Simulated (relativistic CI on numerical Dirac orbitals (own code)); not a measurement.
# How well does a small relativistic CI reproduce K VIII?

Method of calculation: Dirac-Coulomb-Breit CI, KLI orbitals optimised for each configuration, model QED, unscaled Slater integrals (own radial code, finite nucleus).

Configurations in the expansion (outside the closed core [Ne]): 3s2, 3s.3p, 3p2, 3s.3d, 3d2, 3p.3d, 3p.4s, 3s.4s, 3s.4p, 3d.4s, 3s.4d, 3s.4f, 3s.5s, 3s.5p, 3s.5d, 4s2, 3s.5f, 3s.5g, 3s.6s, 3s.6p, 3s.6d. Levels of other configurations are missing.

```csv
Configuration,Term (tabulated),J,Measured (cm⁻¹),Computed,Error,Purity (%)
3s2,1S,0,0.0,0,0,97
3s.3p,3P°,0,128097.0,126650,-1447,100
3s.3p,3P°,1,129209.0,127754,-1455,99
3s.3p,3P°,2,131582.0,130097,-1485,100
3s.3p,1P°,1,192537.0,195677,3140,96
3p2,1D,2,300317.0,299319,-998,76
3p2,3P,0,304820.0,305102,282,99
3p2,3P,1,306179.0,306427,248,99
3p2,3P,2,308756.0,308934,178,97
3p2,1S,0,357590.0,361825,4235,93
3s.3d,3D,1,368127.0,370183,2056,100
3s.3d,3D,2,368206.0,370246,2040,100
3s.3d,3D,3,368337.0,370350,2013,100
3s.3d,1D,2,419030.0,429348,10318,77
3p.3d,3F°,2,503756.0,503421,-335,97
3p.3d,3F°,3,505184.0,504828,-356,100
3p.3d,3F°,4,506945.0,506559,-386,100
3p.3d,1D°,2,510993.0,511248,255,98
3p.3d,3P°,2,535330.0,538218,2888,87
3p.3d,3P°,1,536211.0,539170,2959,78
3p.3d,3P°,0,537314.0,540232,2918,99
3p.3d,3D°,1,538541.0,541519,2978,78
3p.3d,3D°,2,539020.0,541983,2963,87
3p.3d,3D°,3,539175.0,542132,2957,100
3p.3d,1F°,3,576421.0,585191,8770,97
3p.3d,1P°,1,585418.0,598922,13504,95
3s.4s,3S,1,631861.0,632232,371,100
3s.4s,1S,0,644451.0,648926,4475,100
3s.4p,1P°,1,695386.0,695965,579,90
3d2,3F,2,742660.0,745518,2858,100
3d2,3F,3,742797.0,745625,2828,100
3d2,3F,4,742952.0,745760,2808,100
3d2,1G,4,756866.0,768647,11781,100
3d2,1D,2,757420.0,763664,6244,78
3d2,3P,0,762399.0,765710,3311,99
3d2,3P,1,762470.0,765749,3279,99
3d2,3P,2,762534.0,765802,3268,99
3s.4d,3D,1,770344.0,772076,1732,100
3s.4d,3D,2,770430.0,772108,1678,100
3s.4d,3D,3,770580.0,772161,1581,100
3s.4d,1D,2,773838.0,777592,3754,79
3p.4s,3P°,0,794832.0,794794,-38,99
3p.4s,3P°,1,795744.0,795807,63,98
3p.4s,3P°,2,798464.0,798422,-42,99
3s.4f,3F°,2,801673.0,800689,-984,100
3s.4f,3F°,3,801681.0,800701,-980,100
3s.4f,3F°,4,801707.0,800719,-988,100
3d2,1S,0,803924.0,819032,15108,96
3s.4f,1F°,3,809317.0,811094,1777,98
3s.5s,3S,1,885074.0,881999,-3075,100
3s.5s,1S,0,893057.0,888089,-4968,100
3s.5p,1P°,1,912950.0,914931,1981,98
3s.5d,1D,2,947146.0,947375,229,98
3s.5d,3D,3,948489.0,947006,-1483,100
3s.5d,3D,2,948518.0,946977,-1541,100
3s.5d,3D,1,948543.0,946961,-1582,100
3s.5f,1F°,3,966546.0,965325,-1221,99
3s.6s,3S,1,1007471.0,1004513,-2958,100
3s.6p,1P°,1,1022568.0,1021777,-791,99
3s.6d,3D,1,1042985.0,1040274,-2711,100
3s.6d,3D,2,1043002.0,1040284,-2718,100
3s.6d,3D,3,1043068.0,1040300,-2768,100
```

Measured levels from Sansonetti, J. Phys. Chem. Ref. Data 37, 7 (2008); pairs were made by configuration, J and term (by order where the table uses no LS term), so strongly mixed levels may be paired wrongly.

Mean error by configuration (cm⁻¹): 3s.3p -312; 3p2 789; 3s.3d 4107; 3p.3d 3260; 3s.4s 2423; 3s.4p 579; 3d2 5720; 3s.4d 2186; 3p.4s -6; 3s.4f -294; 3s.5s -4021; 3s.5p 1981; 3s.5d -1094; 3s.5f -1221; 3s.6s -2958; 3s.6p -791; 3s.6d -2733. Over the excited levels the mean absolute error is 2782 cm⁻¹ (61 of the 65 excited levels that our extract of the source holds in range could be paired, and the others can miss by more), and the median relative error of those above 1,000 cm⁻¹ is 0.33 %.
